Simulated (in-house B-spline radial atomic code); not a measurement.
Orbital energies and mean radii along the 58-electron series, configuration 1s2 2s2 2p6 3s2 3p6 3d10 4s2 4p6 4d10 4f5/2(6) 4f7/2(5) 5s1. The effective charge is n√(-2ε), a non-relativistic measure. Computed with a B-spline radial code for spherical atoms: Dirac-Hartree-Fock, jj configuration that fills j = l - 1/2 first, finite nuclei.

```csv
ion,Z,energy of 4d3/2 (Eh),mean radius of 4d3/2 (bohr),energy of 4s1/2 (Eh),mean radius of 4s1/2 (bohr),energy of 4p3/2 (Eh),mean radius of 4p3/2 (bohr),effective charge of 4d3/2
Hf14+,72,-19.623,0.51527,-31.378,0.46569,-25.464,0.50079,25.059
Ta15+,73,-21.369,0.50231,-33.592,0.45569,-27.385,0.49007,26.149
W16+,74,-23.186,0.48994,-35.894,0.446,-29.379,0.47974,27.239
```
